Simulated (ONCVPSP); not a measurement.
# Plane-wave convergence, ONCV potential for cadmium

- Element: cadmium
- Generator: ONCVPSP 4.0.1
- Type: optimised norm-conserving Vanderbilt (ONCV)
- Functional: PBE
- Relativity: scalar-relativistic
- Frozen core: [Kr] 4d10
- Valence charge: 2
- Reference configuration: 5s2
- Partial waves: 5s: rc 1.90 bohr, ncon 5, nbas 8, qcut 3.2 1/bohr, local; p scattering state at 0.03 Ha: rc 1.90 bohr, ncon 4, nbas 6, qcut 4.3 1/bohr, 1 projector
- Local potential: the s channel
- Core correction: Teter function, fcfact 4.75, rcfact 1.55

Q: For each optimised wave give the share of its norm inside rc, the residual kinetic energy above qcut (Ha) and the cutoffs (Ha) for errors of 10, 1, 0.1 and 0.01 mHa per electron.

A:

| wave | norm inside rc | residual KE | 10 mHa | 1 mHa | 0.1 mHa | 0.01 mHa |
| --- | --- | --- | --- | --- | --- | --- |
| 5s | 0.172 | 7.9e-03 | 3.4 | 37.5 | 45.9 | 51.9 |
| p projector 1 | 0.088 | 7.9e-03 | 8.4 | 23.2 | 29.2 | 44.3 |

The occupied waves need 37 Ha and 46 Ha for 1 and 0.1 mHa.
